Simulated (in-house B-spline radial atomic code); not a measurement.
Configurations of Pm VII (Pm6+), with energies counted from [Kr] 4d10 4f3 5s2 5p4. Method: Dirac-Hartree-Fock, average of configuration, Fermi nucleus of rms radius 4.962 fm. Calculated with a B-spline radial code for spherical atoms. Energies include first-order Breit, QED and recoil terms.

Occupations are held fixed; configurations that lie above the ionisation limit could autoionise.

```tsv
configuration	E - E(ref) (eV)	highest orbital	its <r> (bohr)
[Kr] 4d10 4f2 5s2 5p4 7d1	67.776	7d5/2	5.641
[Kr] 4d10 4f2 5s2 5p4 9s1	75.996	9s1/2	9.122
[Kr] 4d10 4f2 5s2 5p4 7g1	77.86	7g7/2	8.802
[Kr] 4d10 4f3 5s2 5p3 8d1	81.442	8d5/2	8.2
[Kr] 4d10 4f2 5s2 5p4 9g1	83.354	9g7/2	15.57
[Kr] 4d10 4f3 5s2 5p3 7g1	84.328	7g7/2	8.832
[Kr] 4d10 4f3 5s2 5p3 9d1	85.732	9d5/2	11.14
```

Task: Order these further configurations by energy, lowest first.
A. [Kr] 4d9 4f3 5s2 5p4 7s1
B. [Kr] 4d10 4f2 5s2 5p5
C. [Kr] 4d10 4f3 5s2 5p3 6g1
D. [Kr] 4d10 4f3 5s2 5p3 9s1
E. [Kr] 4d10 4f2 5s2 5p4 5g1

Result: B (-8.8238 eV), E (64.677 eV), C (79.34 eV), D (82.52 eV), A (188.34 eV).

Task: How far above the reference does [Kr] 4d10 4f2 5s2 5p4 7s1 lie?

Result: 58.624 eV; its least bound orbital is 7s1/2 with <r> = 4.381 bohr.

Task: How far above the reference does [Kr] 4d9 4f3 5s2 5p4 6g1 lie?

Result: 202.61 eV; its least bound orbital is 6g7/2 with <r> = 6.068 bohr.

Task: Is the reference the lowest configuration at this level of theory?

Result: No: [Kr] 4d10 4f2 5s2 5p5 lies 8.824 eV lower. Averages of configurations without correlation can order differently from the measured ground levels.
